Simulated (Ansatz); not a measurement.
`F[Si](Cl)(Cl)[O][GeH3]` + H₂ → GeH₄ + `O[Si](F)(Cl)Cl` at 700 K and 1 bar (hydrogenolysis of a Ge–O bond).

Program: Ansatz. Geometries: PBE0-D4/def2-TZVP. ΔE: electronic, gas phase. CCSD(T)/CBS is the MP2 limit (def2-TZVPP, def2-QZVPP) plus CCSD(T) − MP2 in def2-TZVPP, frozen cores. This one scheme is used for every species. For Ge outer-core shells are correlated without core-valence functions, which leaves a few kJ/mol of doubt a bond. Scalar relativity is left out up to krypton. One conformer a species, not always the lowest.

```json
{"species": "`F[Si](Cl)(Cl)[O][GeH3]`", "CCSD(T)/CBS energy (Eh)": "-3461.76595", "H − E (kJ/mol)": "180.9", "S (J/(mol·K))": "552.9"}
{"species": "H₂", "CCSD(T)/CBS energy (Eh)": "-1.17544", "H − E (kJ/mol)": "46.8", "S (J/(mol·K))": "155.3"}
{"species": "GeH₄", "CCSD(T)/CBS energy (Eh)": "-2078.49493", "H − E (kJ/mol)": "112.9", "S (J/(mol·K))": "267.3"}
{"species": "`O[Si](F)(Cl)Cl`", "CCSD(T)/CBS energy (Eh)": "-1384.43664", "H − E (kJ/mol)": "117.7", "S (J/(mol·K))": "430.8"}
```

H − E and S are ideal-gas, rigid-rotor, harmonic terms from PBE0-D4/def2-TZVP, for one conformer and one mirror image of each species. For small species the MP2-based limit differs from directly extrapolated CCSD(T) by up to some mEh (0.8 for H₂); such offsets cancel only in part. 1 Eh = 2625.50 kJ/mol, R = 8.31446 J/(mol·K).

By hand: ΔE, ΔH, ΔS and ΔG.

ΔE = (-2078.49493) + (-1384.43664) − (-3461.76595) − (-1.17544) = 0.00982 Eh = 25.8 kJ/mol. Δ(H − E) = 112.9 + 117.7 − 180.9 − 46.8 = 2.9, so ΔH = 28.7 kJ/mol. ΔS = 267.3 + 430.8 − 552.9 − 155.3 = -10.1 J/(mol·K). ΔG = 28.7 − 700 × (-10.1)/1000 = 35.8 kJ/mol.

By hand: the equilibrium constant, and the temperature at which ΔG would vanish if ΔH and ΔS stayed fixed.

log₁₀ K = −ΔG/(RT ln 10) = -2.7. ΔH and −TΔS have one sign here, so there is no such temperature.

The number of gas molecules stays the same, so ΔS is small and ΔH decides. A doubt of 5 kJ/mol in ΔE shifts log₁₀ K by 0.4 here. Other conformers and mirror images would add mixing entropy, several J/(mol·K) or more a flexible species. Modes under 60 cm⁻¹, often nearly free rotors, make the harmonic entropy too high. These are equilibria of isolated gas molecules and say nothing of rates. Largest T1 diagnostic: 0.012 (customary marks: 0.02 for closed shells, 0.045 for open ones).

ΔS is within the doubt of such terms, so its sign, and with it that verdict, could turn.
